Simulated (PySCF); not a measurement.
C₃H₅NOSi, SMILES C=C[SiH2]OC#N. Geometry optimised at PBE0-D3(BJ)/def2-SVP. The structure was generated by enumeration, and PubChem lists no compound with its InChIKey, so it may never have been made. The values are those of a single conformer.

Q: Give the equilibrium geometry at PBE0-D3(BJ)/def2-SVP (PySCF confirms it by a frequency run) as Cartesian coordinates in Å, and its point group. (Estimate from the structure and the level; the computed values follow.)

A: Several could match; the one computed here: point group Cs.
```xyz
11

C     -1.1748     2.2511     0.0000
C      0.1503     2.0663     0.0000
Si     0.9372     0.3935     0.0000
O     -0.4032    -0.6911     0.0000
C     -0.3569    -1.9671     0.0000
N     -0.3444    -3.1290     0.0000
H     -1.8734     1.4079     0.0000
H     -1.6160     3.2535     0.0000
H      0.8082     2.9453     0.0000
H      1.7426     0.1069     1.2185
H      1.7426     0.1069    -1.2185
```
